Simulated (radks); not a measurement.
Q: Re8+, configuration [Kr] 4d10 4f14 5s2 5p5. All-electron calculation, Dirac Kohn-Sham, LB94 model potential, spin-unpolarised, spherical densities, finite nucleus; open shells fill j = l - 1/2 first; Fermi nuclear charge, rms radius 5.3698 fm. Program: a radial shooting solver on a logarithmic mesh with Libxc functionals. Some entries of the table are withheld. Estimate them.

orbital,occ.,eigenvalue (hartree),<1/r> (bohr^-1)
1s1/2,2,-2642.458,88.79
2s1/2,2,(1),21.66
2p1/2,2,-443.1561,21.66
2p3/2,4,-389.8224,18.08
3s1/2,2,-110.9287,7.945
3p1/2,2,-102.2124,(2)
3p3/2,4,-90.64588,(3)
3d3/2,4,-75.87417,6.848
3d5/2,6,-73.35586,6.630
4s1/2,2,-26.80298,3.335
4p1/2,2,-23.16833,3.231
4p3/2,4,-20.48654,2.903
4d3/2,4,-14.48133,2.699
4d5/2,6,-13.98335,2.622
5s1/2,2,-7.73345,(4)
5p1/2,2,-6.56208,1.259
4f5/2,6,(5),2.212
4f7/2,8,(6),2.182
5p3/2,3,-6.07704,1.154

A: 
(1) 2s1/2 eigenvalue (hartree): -462.4177
(2) 3p1/2 <1/r> (bohr^-1): 7.874
(3) 3p3/2 <1/r> (bohr^-1): 6.947
(4) 5s1/2 <1/r> (bohr^-1): 1.365
(5) 4f5/2 eigenvalue (hartree): -6.40535
(6) 4f7/2 eigenvalue (hartree): -6.30936
